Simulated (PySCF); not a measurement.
## Working out the ionisation energy of V

V [Ar] 3d3 4s2 (4F) → V⁺ [Ar] 3d4 (5D). Calculation: PySCF 2.14, in x2c-TZVPPall with one added diffuse shell each of s, p, d, f type (7s6p5d3f1g, 80 functions); scalar relativity by spin-free X2C-1e. Frozen: [Ne]. Energies in hartree (1 hartree = 27.21139 eV):

```tsv
part	V (lower)	V⁺ (upper)
UHF	-948.133902	-947.907250
CCSD correlation	-0.367236	-0.346868
(T)	-0.011242	-0.007804
```

Q: What does Hartree-Fock give?

A: (-947.907250) − (-948.133902) = 0.226652 hartree = 6.168 eV.

Q: What do CCSD and CCSD(T) give?

A: The CCSD correlation energies differ by 0.020368 hartree = 0.554 eV and the triples by 0.003438 hartree = 0.094 eV, so CCSD gives 6.722 eV and CCSD(T) 6.816 eV.

Measured between the centres of the two terms (NIST): 6.732 eV, so CCSD(T) (valence and next inner shell) is off by 0.084 eV.

What remains against the reference includes basis incompleteness, the frozen core and higher excitations.
